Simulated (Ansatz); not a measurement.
Species: YOBr (charge 0, singlet). SMILES: [Y]([Br])=[O]
Coordinates optimised at B3LYP-D3(BJ)/def2-TZVP (Ansatz, an electronic-structure program):
```
Y
O 1 1.8091
Br 1 2.6836 2 119.43
```

Property: vertical electron affinity to the doublet, in eV. Terms: STO-3G and 3-21G all-electron and non-relativistic; spin-orbit terms left out; open shells spin-unrestricted; LANL2DZ with its own core potentials from Na on; each state is the SCF solution reached for its charge and spin; def2 sets with scalar-relativistic core potentials past Kr; frozen cores in correlated levels (noble-gas shells and the d and f shells of earlier blocks); six Cartesian d functions in 6-31G* and its kin unless marked 5d; dispersion terms only where a functional's name holds one. First-principles rows: single points at B3LYP-D3(BJ) geometries (Ansatz).

| level | program | vertical electron affinity to the doublet (eV) |
|---|---|---|
| HF/6-31G* with LANL2DZ past Ar | Ansatz | 1.25 |
| PBE/6-31G* with LANL2DZ past Ar | Ansatz | 1.34 |
| B3LYP/STO-3G | Ansatz | -1.67 |
| B3LYP/3-21G | Ansatz | 1.08 |
| B3LYP/6-31G* with LANL2DZ past Ar | Ansatz | 1.45 |
| MP2/6-31G* with LANL2DZ past Ar | Ansatz | 1.00 |
| wB97X-V/def2-TZVPD | Ansatz | 1.32 |

No value to compare with is used here. The 6 habitual levels span -1.67 (B3LYP/STO-3G) to 1.45 eV (B3LYP/6-31G* with LANL2DZ past Ar); wB97X-V/def2-TZVPD gives 1.32.

The levels are drawn from those run, B3LYP/6-31G* more often than the rest, none by its result; left out are runs that failed, that the program found above a lower state of the same kind, or whose <S^2> lies over 0.5 above the pure value.
